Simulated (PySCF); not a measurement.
## Correlation energy of Cr³⁺ (chromium, charge +3)

[Ar] 3d3, high-spin 4F determinant. Computed with PySCF 2.14 in x2c-QZVPPall, with the spin-free X2C one-electron Hamiltonian (Gaussian nucleus). Frozen: [Ne]; 11 electrons correlated.

```csv
level,correlation energy (mhartree)
CCSD,-323.08
(T),-5.75
CCSD(T),-328.83
```

Diagnostics: T1 = 0.0031, D1 = 0.0057, largest double amplitude 0.036.

Cost of the coupled-cluster step: of the order of 80 core-seconds, for 11 correlated electrons.

This basis was not built for core-valence correlation, so the inner-shell part is incomplete.
